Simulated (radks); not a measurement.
Values are calculated unless marked as measured or tabulated.
Neutral selenium inside a hard spherical wall (all orbitals vanish at R), configuration held at [Ar] 3d10 4s2 4p4 and not refilled when levels cross. Level of theory: scalar-relativistic Kohn-Sham, LDA (Slater exchange, VWN5 correlation), spin-unpolarised, spherical densities, finite nucleus; Fermi nuclear charge, rms radius 4.14 fm (a radial shooting solver on a logarithmic mesh with Libxc functionals). Eigenvalues in eV, with the zero of energy where the potential of the charges vanishes at infinity; a dash marks a level that is unbound or too diffuse for the functional's potential to be trusted. A positive occupied level is held by the wall or, in an anion where self-interaction has pushed it up, behind a barrier. The pressure on the wall is -dE/dV.

| R (bohr) | E (hartree) | kinetic (hartree) | e(3p) | e(3d) | e(4s) | e(4p) | e(5s, empty) | e(5p, empty) | pressure (GPa) |
|---|---|---|---|---|---|---|---|---|---|
| free | -2426.78560 | 2475.427 | -152.71 | -53.393 | -17.485 | -6.656 | -0.460 | - | 0 |
| 20 | -2426.78560 | 2475.427 | -152.71 | -53.393 | -17.485 | -6.656 | -0.453 | 0.422 | < 0.0001 |
| 8 | -2426.78460 | 2475.437 | -152.63 | -53.316 | -17.422 | -6.595 | 0.923 | 3.611 | 0.0510 |
| 7 | -2426.78157 | 2475.462 | -152.47 | -53.152 | -17.292 | -6.465 | 2.041 | 5.470 | 0.268 |
| 6 | -2426.76929 | 2475.547 | -151.99 | -52.679 | -16.927 | -6.081 | 4.356 | 8.936 | 1.49 |
| 4 | -2426.48587 | 2476.961 | -146.93 | -47.677 | -13.101 | -1.563 | 23.020 | 32.356 | 67.3 |
| 3.5 | -2426.12895 | 2478.449 | -143.08 | -43.896 | -9.893 | 2.401 | 37.355 | 48.790 | 201 |
| 2.5 | -2423.15067 | 2488.713 | -125.89 | -27.064 | 9.406 | 25.840 | 114.04 | 131.56 | 2530 |
| 2 | -2416.96658 | 2507.839 | -105.49 | -6.739 | 42.480 | 63.956 | 225.31 | 246.31 | 12300 |
